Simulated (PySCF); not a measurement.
Ta(O)(F)(OH)2 (FH₂O₃Ta), SMILES [O]=[Ta]([OH])([OH])[F], multiplicity 1.

Geometry: B3LYP-D3(BJ)/def2-SVP. The multiplicity is an assumed one; no other spin state was optimised. The structure was generated by enumeration; whether it is a known compound was not checked. The def2 effective core potentials stand for the cores of Ta; spin–orbit coupling is left out. The values are those of a single conformer.

All values below come from PBE/def2-TZVP (PySCF).

The molecule is in vacuum.

Task: Estimate the frontier levels, gap, dipole moment and polarisability. (The exact figures need the calculation; the answer reports its results.)

Result: 
| Item | Value |
|---|---|
| highest occupied level | -7.86 eV |
| lowest empty level | -1.53 eV |
| orbital gap | 6.34 eV |
| dipole moment | 2.40 D |
| quadrupole, principal values (traceless, Buckingham form, about the centre of nuclear charge) | -11.60, -1.24, 12.84 D·Å |
| mean static polarisability | 46.7 bohr³ (6.92 Å³) |
| polarisability, principal values | 43.1, 47.0, 50.1 bohr³ |
